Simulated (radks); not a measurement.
Q: Neutral arsenic, 33 electrons, occupied as [Ar] 3d10 4s2 4p3. Method: scalar-relativistic Kohn-Sham, BLYP, spin-polarised, spherical densities, point nucleus; open shells are filled with parallel spins first; computed with a radial shooting solver on a logarithmic mesh with Libxc functionals. Some entries of the table are withheld. Estimate them.

| orbital | occ. | eigenvalue (eV) | <r^2> (bohr^2) | <1/r> (bohr^-1) |
|---|---|---|---|---|
| 1s up | 1 | -11722.07 | 0.002786 | 33.47 |
| 1s down | 1 | -11721.95 | 0.002786 | 33.47 |
| 2s up | 1 | -1486.591 | 0.04849 | 7.368 |
| 2s down | 1 | -1486.535 | 0.04849 | 7.368 |
| 2p up | 3 | -1303.763 | 0.03846 | 7.222 |
| 2p down | 3 | -1303.658 | 0.03846 | 7.221 |
| 3s up | 1 | -189.6216 | 0.4130 | 2.385 |
| 3s down | 1 | -189.4719 | 0.4127 | 2.385 |
| 3p up | 3 | -133.1115 | 0.4484 | 2.232 |
| 3p down | 3 | -132.9429 | 0.4477 | 2.232 |
| 3d up | 5 | (1) | 0.5879 | 1.904 |
| 3d down | 5 | (2) | 0.5792 | 1.910 |
| 4s up | 1 | (3) | 4.312 | 0.6804 |
| 4s down | 1 | (4) | 4.354 | 0.6844 |
| 4p up | 3 | -5.6004 | (5) | 0.5208 |
| 4p down | 0 | -3.8722 | (6) | 0.5001 |

A: 
(1) 3d up eigenvalue (eV): -40.2398
(2) 3d down eigenvalue (eV): -39.9888
(3) 4s up eigenvalue (eV): -14.9569
(4) 4s down eigenvalue (eV): -13.1100
(5) 4p up <r^2> (bohr^2): 7.501
(6) 4p down <r^2> (bohr^2): 8.624
